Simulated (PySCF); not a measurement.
Static response to an electric field

Species: C₅H₈O₂.
Structure used (GFN2-xTB), in Å, numbered top down from 1:
```xyz
15
C5H8O2 angstrom
C      2.2140    1.3674    0.4380
C      1.9012    0.3520   -0.3505
O      0.7536   -0.3678   -0.3882
C     -0.2733   -0.0105    0.5133
C     -1.4583   -0.9479    0.2858
C     -2.0770   -0.7458   -1.0700
O     -3.2532   -0.7139   -1.2920
H      3.1736    1.8389    0.3470
H      1.5526    1.7650    1.1861
H      2.5864   -0.0285   -1.0958
H     -0.5754    1.0331    0.3480
H      0.0843   -0.1087    1.5475
H     -2.2092   -0.8118    1.0645
H     -1.0940   -1.9783    0.3210
H     -1.3294   -0.6353   -1.8768
```

Level: B3LYP/def2-SVPD (PySCF), static field, nuclei fixed, core orbitals frozen in the response. The polarisability tensor in these axes (au):

```
x   83.20 10.85  4.01
y   10.85 62.35  4.94
z    4.01  4.94 63.08
```

What are the eigenvalues, a third of the trace, and Δα (Δα² = ½Σ(αi − αj)² over the three pairs)?

Principal values 56.22, 63.36 and 89.06 au; mean 69.55 au = 10.31 Å³ = 11.47 × 10⁻⁴⁰ C²·m²/J; Δα = 29.92 au (43 % of the mean).

What is the dipole moment, and where does it point?

(2.35, 0.27, 1.65) D, 2.89 D in size, pointing from the negative to the positive side. Measured along this direction, the outermost atoms are O7 at the negative end and H8 at the positive end.

In a dilute gas of rigid molecules at 400 K, how does the orientational term μ²/3kT compare with the electronic polarisability?

In Gaussian units μ²/3kT = 50.39 Å³ against 10.31 Å³, a ratio of 4.89; the Debye molar polarisation (4π/3)N_A(α + μ²/3kT) is 153.1 cm³/mol, leaving out the vibrational part.

Find the Langevin capture rate constant for H3+ (3.023 u) meeting this molecule (100.052 u), k = 2.342 × 10⁻⁹ cm³/s × √(α in Å³ / reduced mass in u).

The reduced mass is 2.93 u, so k = 4.39 × 10⁻⁹ cm³/s. The formula leaves out the permanent dipole, which adds to the capture rate.

What depolarisation ratio follows for Rayleigh scattering of linearly polarised light, taking the static tensor?

ρ = 3Δα²/(45ᾱ² + 4Δα²) = 2685.0/(217646 + 3580.0) = 0.0121.

Isolated species at its GFN2-xTB geometry (one conformer only).

The run behind these numbers computed excited states as well. On one thread of an Arm Neoverse N1, on a shared host, this took 59 s wall and 0.83 GiB of memory at its peak.
